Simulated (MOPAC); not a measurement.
MOPAC input (MNDO):

```
MNDO PRECISE GNORM=0.05 LET XYZ CHARGE=1 GEO-OK AUX(PRECISION=9) THREADS=1
HO2Sn

Sn   -0.02797400 1   -0.02575400 1    0.03654900 1
O     1.39170400 1    0.33420300 1   -1.15405800 1
O    -1.48279100 1   -0.13502900 1    1.07455000 1
H     2.12739800 1   -0.30571300 1   -1.19137700 1
```

From the output:

```
                                                       MOPAC v23.2.5 Linux

          FINAL HEAT OF FORMATION =        236.71988 KCAL/MOL =     990.43598 KJ/MOL

          COSMO AREA              =         98.46 SQUARE ANGSTROMS
          COSMO VOLUME            =         85.62 CUBIC ANGSTROMS

          GRADIENT NORM           =          0.02880          =       0.01440 PER ATOM
          IONIZATION POTENTIAL    =         17.767999 EV
          HOMO LUMO ENERGIES (EV) =        -17.768-10.021
          NO. OF FILLED LEVELS    =          8
          MOLECULAR WEIGHT        =        151.6967         POINT GROUP:  Cs

          MOLECULAR DIMENSIONS (Angstroms)

            Atom       Atom       Distance
            H     4    O     3     3.94769
            O     2   Sn     1     1.22865
           Sn     1    H     4     0.00000

          SCF CALCULATIONS        =         26

   ATOM   CHEMICAL          X               Y               Z
  NUMBER   SYMBOL      (ANGSTROMS)     (ANGSTROMS)     (ANGSTROMS)

     1      Sn          0.16736236  *  -0.45927407  *   0.21153595  *
     2       O          0.97507320  *   0.62482052  *  -1.08258040  *
     3       O         -1.50706537  *   0.52889111  *   0.62492317  *
     4       H          1.76432616  *   0.59563659  *  -1.58365626  *

                             CARTESIAN COORDINATES

   1   Sn        0.167362355    -0.459274074     0.211535952
   2    O        0.975073203     0.624820521    -1.082580404
   3    O       -1.507065371     0.528891110     0.624923167
   4    H        1.764326163     0.595636593    -1.583656260

           Empirical Formula: H O2 Sn  =     4 atoms

      MOLECULAR POINT GROUP   :   Cs

                  EIGENVALUES
 -45.31427 -42.77940 -25.89177 -21.92733 -19.88739 -19.85511 -18.49365 -17.76800
 -10.02081  -6.41506  -4.56412  -3.43279   1.18183

              NET ATOMIC CHARGES AND DIPOLE CONTRIBUTIONS

  ATOM NO.   TYPE          CHARGE      No. of ELECS.   s-Pop       p-Pop
    1         Sn           1.123802        2.8762     1.81087     1.06533
    2          O          -0.459932        6.4599     1.77434     4.68559
    3          O           0.058572        5.9414     1.94273     3.99870
    4          H           0.277558        0.7224     0.72244
 DIPOLE           X         Y         Z       TOTAL
 POINT-CHG.     0.262    -1.794     1.085     2.113
 HYBRID         1.074     1.163    -1.525     2.198
 SUM            1.336    -0.631    -0.440     1.541

          ATOMIC ORBITAL ELECTRON POPULATIONS

     Atom    s        px        py        pz
    1 Sn   1.81087   0.38093   0.33501   0.34939
    2  O   1.77434   1.47875   1.63593   1.57091
    3  O   1.94273   1.72392   0.69311   1.58166
    4  H   0.72244

 **********************
 *                    *
 * JOB ENDED NORMALLY *
 *                    *
 **********************

 == MOPAC DONE ==
```

The dipole moment of an ion depends on the origin.

The geometry given is a B3LYP-D3(BJ)/def2-TZVP minimum.
